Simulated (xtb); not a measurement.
xtb input:

```bash
xtb mol.xyz --gfn 2 --ohess tight --chrg -1 --uhf 0
```
mol.xyz:
```
5

O     -1.31377398    -0.65179453    -0.73753000
S     -0.57942855    -0.08068494     0.33730469
O     -0.45560317     1.38474930     0.38459739
O      0.91185887    -0.60165063     0.26039262
H      1.43641879    -0.05297687    -0.32859094
```

### Question
Which total energy does the run end on?

### Answer
-16.19538 Eh (GFN2-xTB).

It need not be the lowest isomer of its formula. Whether it binds its extra electron was not tested at this geometry.
